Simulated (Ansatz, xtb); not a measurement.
Two structures of CH4GaIn

Structure a is `[Ga][CH2][InH2]`, a singlet and structure b is a singlet given by its coordinates. Both are isolated molecules in the gas phase, relaxed with PBE0-D3(BJ)/def2-SVP; the shapes shown needn't be the lowest conformers.

a (Å):

```xyz
7

C    -0.4045    1.0270    0.6773
Ga    0.0444    2.9005    1.2989
In   -1.4017    0.6864   -1.1985
H     0.5603    0.4832    0.6476
H    -1.0364    0.5917    1.4764
H    -3.1383    0.6783   -1.2625
H    -0.4663    0.4954   -2.6506
```

b (Å):

```xyz
7

C    -0.9745    0.1901   -0.6825
Ga    0.4755    0.7198    0.3896
In   -1.3990    2.4701    0.3194
H    -1.2821   -0.8539   -0.8425
H    -1.2530    0.7995   -1.5634
H     1.4502    0.2385    1.5000
H    -2.9489    3.1488   -0.1204
```

Close contacts (Å): C1–Ga2 1.88, C1–In3 2.53, Ga2–In3 2.57, C1–H4 1.10, C1–H5 1.11, Ga2–H6 1.55, In3–H7 1.75.

**Question.** Which of the two would you expect CCSD(T)/def2-TZVP electronic energies to favour?

**Answer.** Structure a; the calculation gives E(b) − E(a) = +63.0 kJ/mol.

How the difference moves with the method:

```tsv
level	geometry	E(b) − E(a) (kJ/mol)	departure from the last row (kJ/mol)	job, with rough time for the two
PBE0-D3(BJ)/def2-SVP	PBE0-D3(BJ)/def2-SVP	+67.9	+4.9	optimisation, 37 s
HF/def2-TZVP	PBE0-D3(BJ)/def2-SVP	+116.6	+53.6	part of the CCSD(T) run
MP2/def2-TZVP	PBE0-D3(BJ)/def2-SVP	+53.4	−9.6	part of the CCSD(T) run
CCSD(T)/def2-TZVP	PBE0-D3(BJ)/def2-SVP	+63.0		single point, 97 s
```

None of the levels shown reverses the order. The largest departure from CCSD(T)/def2-TZVP is that of HF/def2-TZVP, 53.6 kJ/mol. Levels run at GFN2-xTB geometries aren't shown.

With harmonic frequencies from PBE0-D3(BJ)/def2-SVP (ideal gas, rigid rotor, one conformer each, 298.15 K, 1 atm): the zero-point term adds +0.6 kJ/mol; ΔH is +63.5 and ΔG +65.7 kJ/mol.

The correlated steps freeze 14 core orbitals; the filled d shell of Ga and In is correlated, in a basis made for valence electrons. Atoms past krypton carry core potentials in the def2 sets and no spin–orbit term is included. Mirror images aren't counted in ΔG. Run with Ansatz 0.2.0; the last row on 2 threads of Arm Neoverse V1 on a shared host.
